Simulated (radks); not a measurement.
Task: These are the eigenvalues of the occupied orbitals of an atom or ion with whole-number occupations (eV). All-electron calculation, scalar-relativistic Kohn-Sham, PBEsol, spin-polarised, spherical densities, finite nucleus; Fermi nuclear charge, rms radius of each element as measured or else 0.836 A^(1/3) + 0.57 fm. Program: a radial shooting solver on a logarithmic mesh with Libxc functionals.

orbital  eigenvalue
1s up     -2787.993
1s down   -2776.031
2s up     -519.2478
2p up     -476.7498

Which element is it, and in what charge state? The configuration may be excited. Open shells, if any, are filled with parallel spins first.

Result: Z = 16, sulfur, charge +10: S10+ in [He] 2s1 2p3. The list shows which subshells hold electrons but not how many an open one holds; the 1s level, -102.46 hartree, gives Z - s = 14.3 by -(Z - s)^2/2, which with screening and relativity narrows Z to a few neighbours, and the depths of the outer levels then fix element, charge and occupations together.
